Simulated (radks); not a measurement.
Question: Successive ionisation energies (eV) of one element, from differences of total energies of ions in their ground configurations, starting at charge 0: 6.235, 12.165, 51.005, 67.379, 84.448, 107.80, 127.48, 147.61, 188.59, 212.18, 592.36, 658.75, 725.84, 820.05, 895.30, 970.90, 1081.6, 1156.3, 5113.5, 5448.9. Calculated with a radial shooting solver on a logarithmic mesh with Libxc functionals: scalar-relativistic Kohn-Sham, LDA (Slater exchange, VWN5 correlation), spin-polarised, spherical densities, finite nucleus; open shells are filled with parallel spins first; Fermi nuclear charge, rms radius 3.4776 fm. Which element is it?

Answer: Calcium (Z = 20). The first species listed is Ca in [Ar] 4s2, the last Ca19+ in 1s1.
